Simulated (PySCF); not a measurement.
Species: Si(eta1-allyl)2H2, C6H12Si.
Bonds: Si1–C2, Si1–C10, C2–C3, C3–C4, C10–C11, C11–C12. Hydrogens: H18, H19 on Si1; H5, H6 on C2; H7 on C3; H8, H9 on C4; H13, H14 on C10; H15 on C11; H16, H17 on C12.

Theory: PySCF 2.14.0, delta-SCF UKS SCAN, pcX-2 on the ionised atom, pcseg-1 elsewhere, spin-free X2C. Each binding energy is the total energy of the core-ionised species, with the hole localised on one atom, minus that of the ground state; both are solved self-consistently, so orbital relaxation is included.

Some binding energies are withheld.

```csv
atom(s),bonded to,level,binding energy (eV)
C2/C10,"C, 2 H and Si",C 1s,290.25
C3/C11,2 C and H,C 1s,290.50
C4/C12,C and 2 H,C 1s,?
Si1,2 C and 2 H,Si 1s,?
Si1,2 C and 2 H,Si 2p3/2,106.22
```

(1) What is the Si 1s binding energy of Si1?

(2) What is the C 1s binding energy of C4/C12?

Results:

(1) 1845.99 eV (silicon bonded to 2 C and 2 H).

(2) 289.80 eV (carbon bonded to C and 2 H). The nearest listed C 1s value is that of C2/C10; the shift against it is -0.45 eV.

The listed C 1s values span 0.70 eV, from C4/C12 (bonded to C and 2 H) to C3/C11 (bonded to 2 C and H). The widest gap between neighbouring values is 0.45 eV, between 289.80 and 290.25 eV.

Problem. Which effective nuclear charge Zeff reproduces each element's mean 1s value in the hydrogen-like formula E = 13.606 eV × Zeff²?

Solution. C (Z = 6): mean 290.2 eV, Zeff = 4.62, Z − Zeff = 1.38; Si (Z = 14): mean 1846.0 eV, Zeff = 11.65, Z − Zeff = 2.35. Means run over the listed sites, weighted by atom count.

Atoms equivalent by their bonding share one computed value, that of the first of them. Spin contamination (⟨S²⟩ against 0.75 for a pure doublet) is marked for C 1s of C3/C11 (0.86), which makes this value less certain. The 2p values add to the ΔSCF energy of one spin-free hole a correction within the shell (spin–orbit coupling, ligand field). 2p1/2 minus 2p3/2 (ligand field included): Si 0.62 eV. Geometry: PBE0-D3(BJ)/def2-SVP, one conformer, isolated molecule.

Hardware: an Arm Neoverse V1 with one thread, shared host with 32 logical CPUs at a one-minute load of 14. Cost: 1.8 min of wall time, 0.69 GiB resident at most.
